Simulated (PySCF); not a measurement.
Species: C9H18O.
Numbering: `[CH3:1][CH:2]([CH3:3])[C@@H:4]1[CH2:5][C@H:6]([CH3:7])[CH2:8][CH2:9][O:10]1` (hydrogens: H11, H12, H13 on C1; H14 on C2; H15, H16, H17 on C3; H18 on C4; H19, H20 on C5; H21 on C6; H22, H23, H24 on C7; H25, H26 on C8; H27, H28 on C9)

A GFN2-xTB structure was refined with PBE0-D3(BJ)/def2-SVP geometry optimisation, gas phase (PySCF 2.14.0). Its GFN2-xTB values:

```
  coordinate  GFN2-xTB
      C1–H11   1.086 Å
       C2–C4   1.538 Å
      C2–H14   1.096 Å
      C3–H15   1.088 Å
       C4–C5   1.533 Å
      C4–H18   1.107 Å
      C5–H19   1.091 Å
      C5–H20   1.091 Å
       C6–C7   1.525 Å
      C6–H21   1.097 Å
      C7–H22   1.088 Å
       C8–C9   1.529 Å
      C8–H25   1.092 Å
      C8–H26   1.091 Å
      C9–H27   1.103 Å
      C9–H28   1.093 Å
    C1–C2–C3    110.0°
    C2–C4–C5    113.5°
    C3–C2–C4    109.4°
    C4–C5–C6    110.0°
   C4–O10–C9    112.1°
    C5–C6–C7    111.4°
    C6–C8–C9    109.7°
    C7–C6–C8    111.3°
 C2–C4–C5–C6      179°
 C5–C6–C8–C9      -54°
C6–C8–C9–O10       57°
```

Q: How do these coordinates change at the PBE0-D3(BJ)/def2-SVP level?

A: 
| coordinate | PBE0-D3(BJ)/def2-SVP (Å or °) | change |
| --- | --- | --- |
| C7–H22 | 1.103 | +0.015 |
| C1–H11 | 1.100 | +0.014 |
| C3–H15 | 1.101 | +0.013 |
| C8–H25 | 1.105 | +0.013 |
| C5–H19 | 1.103 | +0.012 |
| C8–H26 | 1.103 | +0.012 |
| C5–H20 | 1.103 | +0.012 |
| C6–H21 | 1.108 | +0.011 |
| C8–C9 | 1.519 | -0.010 |
| C2–H14 | 1.105 | +0.009 |
| C4–C5 | 1.524 | -0.009 |
| C2–C4 | 1.530 | -0.008 |
| C9–H27 | 1.111 | +0.008 |
| C9–H28 | 1.100 | +0.007 |
| C4–H18 | 1.114 | +0.007 |
| C6–C7 | 1.520 | -0.005 |
| C2–C4–C5 | 114.9 | +1.4 |
| C4–C5–C6 | 111.3 | +1.3 |
| C6–C8–C9 | 110.8 | +1.1 |
| C4–O10–C9 | 113.3 | +1.2 |
| C7–C6–C8 | 112.4 | +1.1 |
| C1–C2–C3 | 111.0 | +1.0 |
| C5–C6–C7 | 112.3 | +0.9 |
| C3–C2–C4 | 110.3 | +0.9 |
| C5–C6–C8–C9 | -51 | +3 |
| C2–C4–C5–C6 | -178 | +3 |
| C6–C8–C9–O10 | 55 | -2 |

The energy falls by 7.2 kJ/mol over 4 energy and gradient evaluations, the largest force component goes from 0.0160 to 1.1e-04 Eh/bohr, and the atoms move by 0.029 Å rms after alignment. Among the bonds, C1–H11, C3–H16 and C7–H22 change most and about equally (+0.014 to +0.015 Å). Bonds longer at the end by more than 0.005 Å: 18 of 28; shorter: 4. Rotational constants go from 2340, 837.3, 716.8 to 2333, 834.6, 714.4 MHz.

The run used 230 basis functions and 25 SCF cycles in all. The run took about 5 min of CPU time (one thread, shared machine).

Stationary, but not proved a minimum. The numbers are those of one conformer.
